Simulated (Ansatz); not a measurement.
Ansatz (an electronic-structure program) input:

Ansatz 0.2 input:
```yaml
crystal:
  periodic: [false, false, false]
  atoms:
    - {symbol: Mo, position_ang: [0.01230834, -0.00738384, 0.01298973]}
    - {symbol: O, position_ang: [1.36785345, 0.78754487, -0.91611012]}
    - {symbol: O, position_ang: [0.87313689, -0.73879743, 1.23695102]}
    - {symbol: O, position_ang: [-0.86524587, -1.19384042, -1.03654413]}
    - {symbol: H, position_ang: [-0.90920776, -2.14888357, -1.20986698]}
    - {symbol: O, position_ang: [-1.15526498, 1.23670808, 0.61987502]}
    - {symbol: H, position_ang: [-1.37157856, 1.72608406, 1.43092402]}
basis:
  gaussian:
    orbitals: def2-TZVPD
hamiltonian:
  xc: {name: BHLYP}
total_charge: 1
magnetization: {spin_polarized: true, initial_magnetization: 1}
output: {forces: true}
```

Q: Which total energy does the run end on?

A: -369.92048 Eh (BHLYP/def2-TZVPD). The basis has 218 functions.

The spin state was set by rule; other spins were not relaxed.
